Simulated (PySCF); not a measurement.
C₅H₉N, SMILES CC(=C=CN)C. Geometry optimised at PBE-D3(BJ)/def2-SVP. This is a generated structure with no PubChem entry under its InChIKey; it may be hypothetical. The values are those of a single conformer.

Method: PBE-D3(BJ)/def2-SVP in PySCF.

Harmonic wavenumbers (cm⁻¹): 105, 131, 155, 195, 245, 330, 372, 410, 525, 573, 659, 727, 810, 916, 933, 957, 1036, 1085, 1168, 1181, 1251, 1322, 1334, 1392, 1395, 1397, 1409, 1482, 1568, 2014, 2946, 2950, 3015, 3016, 3049, 3083, 3085, 3448, 3554. Rotational constants (GHz): 7.125, 1.781, 1.551; symmetry number 1.

Problem. Work out the zero-point energy and the ideal-gas rigid-rotor harmonic-oscillator thermochemistry at 298.15 K and 1 atm.

Solution. ZPE = ½ Σ hcν = ½ × 55224 cm⁻¹ = 78.95 kcal/mol. H − E(el) = 84.53 kcal/mol. Entropy in cal/(mol K): translation 39.17, rotation 27.19, vibration 18.82, total 85.18. G − E(el) = 59.13 kcal/mol. Cp = 29.99 cal/(mol K). Modes under 150 cm⁻¹ make the vibrational entropy uncertain.
